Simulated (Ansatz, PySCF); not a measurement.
Spin states of CrO3 (SMILES [O]=[Cr](=[O])=[O]), each relaxed with B3LYP-D3(BJ)/def2-TZVP.
State 1 (charge 0, multiplicity 1):
```xyz
4

Cr     0.13220    -0.09976    -0.18684
O     -1.10874    -1.06689    -0.08689
O     -0.14820     1.29577    -0.86442
O      1.06686    -0.06215     1.08211
```
State 2 (charge 0, multiplicity 5):
```xyz
4

Cr     0.0537     0.0091     0.0473
O     -1.2102    -1.2745    -0.1422
O     -0.1027     1.4518    -1.0366
O      1.2012    -0.1195     1.0755
```

Singlets are restricted, other states unrestricted; no spin–orbit coupling, no relativity up to Kr; see below for the cores. The largest T1 diagnostic is 0.053.

Correlated levels freeze the inner cores; with def2 sets outer-core shells near the valence are correlated too.

The values were computed with Ansatz (a program for electronic structure) with Gaussian orbitals; PySCF for the dispersion terms. Values without a source in brackets are computed.

Problem. What energy of the multiplicity-5 state less that of the multiplicity-1 state does BLYP-D3(BJ)/def2-TZVPP give?

Solution. 3.72 eV

Problem. What energy of the multiplicity-5 state less that of the multiplicity-1 state does B2PLYP-D4/def2-TZVPP give?

Solution. 4.82 eV

Problem. Predict the energy of the multiplicity-5 state less that of the multiplicity-1 state from r2SCAN-D4/def2-TZVPP.

Solution. 3.26 eV

Doubts at one or more of the structures used: a restricted determinant that unrestricted orbitals would lower (B2PLYP-D4/def2-TZVPP).
